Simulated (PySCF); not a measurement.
CH3BNO, Al2BH4N, CH3AlB (calculated)

Calculation on a computer-drawn molecule: optimised geometry and harmonic frequencies of an isolated molecule of the commonest isotopes, restricted reference for singlets and unrestricted otherwise, frozen core in MP2. Program: PySCF 2.14.0.

(1) CH3BNO

Start structure:
```xyz
7
CH3BNO
C     -1.8848     0.2896    -2.6489
O     -1.2713     0.6033    -1.5182
B     -1.6147     1.0125    -0.3319
N     -1.9737     1.2237     0.8660
H     -2.9582     0.1888    -2.6356
H     -1.2906    -0.0181    -3.4705
H     -2.0770     1.6849     1.7139
```

- charge: 0
- multiplicity: 2
- method: HF
- basis: cc-pVDZ
- rotational constants: 56.58, 4.665, 4.321 GHz
- total energy: -193.6081 hartree
- spin squared: 0.7598
- convergence status largest gradient component: 5.01e-06 hartree/bohr

Drawn bonds:
| atom | other atom | order |
| --- | --- | --- |
| 1 | 2 | 1 |
| 2 | 3 | 1 |
| 3 | 4 | 2 |
| 1 | 5 | 1 |
| 1 | 6 | 1 |
| 4 | 7 | 1 |

Optimised structure:
```xyz
7
CH3BNO
C     -1.8666     0.4156    -2.6284
O     -1.0930     0.4846    -1.4995
B     -1.5566     0.9148    -0.3295
N     -1.9804     1.2994     0.7582
H     -2.9316     0.2750    -2.4919
H     -1.3514    -0.0276    -3.4669
H     -2.2906     1.6228     1.6329
```

Modes:
| frequency (cm⁻¹) | reduced mass (dalton) |
| --- | --- |
| 155.6 | 1.15 |
| 204.5 | 3.857 |
| 282.9 | 1.382 |
| 432.8 | 1.26 |
| 521.7 | 3.969 |
| 601 | 4.568 |
| 745 | 1.286 |
| 932.2 | 5.57 |
| 1256 | 1.518 |
| 1350 | 4.57 |
| 1575 | 1.112 |
| 2197 | 8.288 |
| 3286 | 1.046 |
| 3436 | 1.125 |
| 4114 | 1.101 |

(2) Al2BH4N

Start structure:
```xyz
8
Al2BH4N
B     -3.7057    -0.9170     1.2751
Al    -2.2453    -0.0779     0.1234
Al    -0.1163    -0.9718    -1.0034
N      1.3845    -1.3625    -1.8166
H     -4.6464    -1.5611     0.7947
H     -3.6333    -1.0723     2.3836
H     -2.0657     1.3865    -0.4782
H      1.8146    -2.1611    -1.8054
```

- charge: 0
- multiplicity: 1
- method: HF
- basis: cc-pV(D+d)Z
- rotational constants: 15.4, 1.578, 1.448 GHz
- total energy: -565.2153 hartree
- convergence status largest gradient component: 1.319e-05 hartree/bohr

Drawn bonds:
| atom | other atom | order |
| --- | --- | --- |
| 1 | 2 | 1 |
| 2 | 3 | 1 |
| 3 | 4 | 2 |
| 1 | 5 | 1 |
| 1 | 6 | 1 |
| 2 | 7 | 1 |
| 4 | 8 | 1 |

Optimised structure:
```xyz
8
Al2BH4N
B     -3.6107    -0.9981     1.1946
Al    -2.2306     0.1322     0.0078
Al    -0.1032    -0.9879    -0.9832
N      1.1960    -1.7166    -1.5759
H     -4.5388    -1.5882     0.7079
H     -3.4972    -1.0945     2.3880
H     -2.4330     1.6680    -0.3163
H      2.0040    -2.1521    -1.9498
```

Modes:
| frequency (cm⁻¹) | reduced mass (dalton) |
| --- | --- |
| 81.7 | 4.094 |
| 117.1 | 4.644 |
| 163.7 | 7.036 |
| 189.2 | 1.132 |
| 316.5 | 11.43 |
| 353.6 | 1.091 |
| 524.7 | 1.131 |
| 545.5 | 1.16 |
| 563.8 | 2.178 |
| 596.9 | 1.303 |
| 615.1 | 1.519 |
| 904.2 | 1.358 |
| 1214 | 8.75 |
| 1237 | 1.138 |
| 1979 | 1.042 |
| 2655 | 1.054 |
| 2729 | 1.121 |
| 3990 | 1.086 |

(3) CH3AlB

Start structure:
```xyz
6
CH3AlB
C     -0.0516     0.2331     1.1432
B      0.7021     1.2762     0.6234
Al     1.8094     2.8076    -0.1413
H     -0.6697    -0.4044     0.5160
H     -0.0638    -0.0015     2.2045
H      2.6473     3.9666    -0.7208
```

* charge: 1
* multiplicity: 1
* method: MP2
* basis: cc-pV(D+d)Z
* rotational constants: 288.5, 3.881, 3.83 GHz
* total energy: -306.1227 hartree
* convergence status largest gradient component: 4.335e-05 hartree/bohr

Drawn bonds:
| atom | other atom | order |
| --- | --- | --- |
| 1 | 2 | 2 |
| 2 | 3 | 1 |
| 1 | 4 | 1 |
| 1 | 5 | 1 |
| 3 | 6 | 1 |

Optimised structure:
```xyz
6
CH3AlB
C     -0.0560     0.2269     1.1465
B      0.7056     1.2808     0.6210
Al     1.8160     2.8168    -0.1462
H     -0.6813    -0.4174     0.5092
H     -0.0672    -0.0093     2.2217
H      2.6567     3.9797    -0.7272
```

Modes:
| frequency (cm⁻¹) | reduced mass (dalton) |
| --- | --- |
| 142.3 | 3.806 |
| 164.8 | 1.901 |
| 405.1 | 1.14 |
| 424.7 | 1.21 |
| 515.9 | 7.409 |
| 572.4 | 1.884 |
| 805.1 | 1.306 |
| 1277 | 1.125 |
| 1542 | 6.499 |
| 2111 | 1.047 |
| 3153 | 1.061 |
| 3246 | 1.108 |
